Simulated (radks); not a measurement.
Results of a calculation; reference values are marked as such.
Task: Mean orbital radii <r> (bohr) of neutral tungsten, [Xe] 4f14 5d4 6s2, of relativity; Dirac values are averaged over j with weights 2j + 1. Spin-unpolarised spherical Kohn-Sham, PBE, point nucleus unless stated (finite: rms radius 5.3658 fm), a radial shooting solver on a logarithmic mesh with Libxc functionals. A level marked "c x" has the speed of light scaled by that factor and shares open shells by 2j + 1; other Dirac levels either fill j = l - 1/2 first or share by 2j + 1.

shell       non-rel.
3s            0.2197
3p            0.2097
3d            0.1839
4s            0.4899
4p            0.4970
4d            0.5137
5s             1.170
4f            0.5889
5p             1.296
5d             1.977
6s             3.525
6p (empty)     4.911

Give the values at the level "Dirac, c x 3".

Result: 
shell       Dirac, c x 3  change of magnitude (%)
3s                0.2177                    -0.91
3p                0.2087                    -0.48
3d                0.1838                    -0.10
4s                0.4856                    -0.87
4p                0.4948                    -0.44
4d                0.5134                    -0.05
5s                 1.159                    -0.91
4f                0.5908                    +0.33
5p                 1.291                    -0.40
5d                 1.987                    +0.48
6s                 3.489                    -1.01
6p (empty)         4.902                    -0.19
